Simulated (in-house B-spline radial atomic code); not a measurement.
Inner levels of dysprosium as electrons are removed. A shift is the extra binding of the orbital against the neutral atom ([Xe] 4f10 6s2). The density at the nucleus is averaged over the nuclear charge. Computed with an all-electron radial atomic-structure program (B-spline basis): Dirac-Hartree-Fock, average of the configuration, finite nuclei.

```tsv
ion	configuration	shift of 3d3/2 (eV)	shift of 2p3/2 (eV)	shift of 1s1/2 (eV)	radius of 3d3/2 (bohr)	radius of 2p3/2 (bohr)	radius of 1s1/2 (bohr)	Σ<r²> (bohr²)	change of density at nucleus (bohr⁻³)
Dy14+	[Kr] 4d10 4f4 5s2	313.88	311.38	310.07	0.20922	0.081492	0.021114	11.942	587.36
Dy15+	[Kr] 4d10 4f5	328.29	328.11	329.23	0.20919	0.081481	0.021114	9.9043	-506.01
Dy16+	[Kr] 4d10 4f4	?	?	?	?	?	?	?	?
Dy17+	[Kr] 4d10 4f3	?	?	?	?	?	?	?	?
Dy18+	[Kr] 4d10 4f2	453	450.21	448.54	0.20894	0.081499	0.021114	8.0613	-364.06
Dy19+	[Kr] 4d10 4f1	497.91	494.27	491.51	0.20883	0.081505	0.021114	7.5397	-306.92
Dy20+	[Kr] 4d10	544.41	539.95	536.04	0.2087	0.081512	0.021115	7.055	-244.9
Dy21+	[Kr] 4d9	593.07	591.67	587.95	0.20877	0.081503	0.021115	6.6038	-142.6
Dy22+	[Kr] 4d8	642.72	644.58	641.09	0.20854	0.081493	0.021115	6.1706	-36.222
Dy23+	[Kr] 4d7	693.36	698.68	695.45	0.20829	0.081482	0.021115	5.7542	74.255
Dy24+	[Kr] 4d6	?	?	?	?	?	?	?	?
Dy25+	[Kr] 4d5	797.55	810.41	807.86	0.20775	0.081459	0.021115	4.9683	307.5
Dy26+	[Kr] 4d4	851.09	868.04	865.89	0.20746	0.081446	0.021115	4.597	430.26
Dy27+	[Kr] 4d3	905.59	926.83	925.13	0.20715	0.081433	0.021115	4.2392	557.1
```

(1) Fill in the row of Dy16+.

(2) Fill in the row of Dy17+.

(3) Fill in the row of Dy24+.

## Answers

(1) shift of 3d3/2 (eV): 368.15; shift of 2p3/2 (eV): 367.11; shift of 1s1/2 (eV): 367.37; radius of 3d3/2 (bohr): 0.20912; radius of 2p3/2 (bohr): 0.081487; radius of 1s1/2 (bohr): 0.021114; Σ<r²> (bohr²): 9.2365; change of density at nucleus (bohr⁻³): -463.61.

(2) shift of 3d3/2 (eV): 409.74; shift of 2p3/2 (eV): 407.82; shift of 1s1/2 (eV): 407.15; radius of 3d3/2 (bohr): 0.20904; radius of 2p3/2 (bohr): 0.081492; radius of 1s1/2 (bohr): 0.021114; Σ<r²> (bohr²): 8.6248; change of density at nucleus (bohr⁻³): -416.3.

(3) shift of 3d3/2 (eV): 744.97; shift of 2p3/2 (eV): 753.96; shift of 1s1/2 (eV): 751.05; radius of 3d3/2 (bohr): 0.20802; radius of 2p3/2 (bohr): 0.081471; radius of 1s1/2 (bohr): 0.021115; Σ<r²> (bohr²): 5.3537; change of density at nucleus (bohr⁻³): 188.84.
